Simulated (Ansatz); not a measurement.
```yaml
crystal:
  periodic: [false, false, false]
  atoms:
    - {symbol: Cl, position_ang: [-0.332847, 0.192729, 2.899146]}
    - {symbol: C, position_ang: [-0.134001, 0.079872, 1.206202]}
    - {symbol: C, position_ang: [0.043126, -1.029941, 0.474059]}
    - {symbol: C, position_ang: [0.167348, -0.592623, -0.972985]}
    - {symbol: Si, position_ang: [-0.058239, 1.166750, -0.300806]}
    - {symbol: H, position_ang: [0.090928, -2.056853, 0.832979]}
    - {symbol: H, position_ang: [1.134383, -0.826829, -1.424329]}
    - {symbol: H, position_ang: [-0.624043, -0.977214, -1.620686]}
    - {symbol: H, position_ang: [1.095172, 2.098699, -0.411360]}
    - {symbol: H, position_ang: [-1.298628, 1.894309, -0.679219]}
basis:
  gaussian: {orbitals: aug-pcseg-2}
hamiltonian: {xc: {name: PBE0}, dispersion: d2}
output: {forces: true}
```

```sh
$ ansatz run in.yaml --threads 4 --pin off --events-out ev --progress --plain --max-ram 10444MiB
```

Task: How does Ansatz answer? (Best estimate.)

Result: Computed: The program refused the input.
```
Error: YAML parse error: error: line 16 column 45: hamiltonian.dispersion: `d2` is not `none`, `rvv10`, `d3bj`, `d3bjatm`, `d4` or a map `{method: …, s8: …, a1: …, a2_bohr: …}` (numbers without units, a2 in bohr) or `{method: …, functional: …}`
14 | basis:
15 |   gaussian: {orbitals: aug-pcseg-2}
16 | hamiltonian: {xc: {name: PBE0}, dispersion: d2}
17 | output: {forces: true}
```
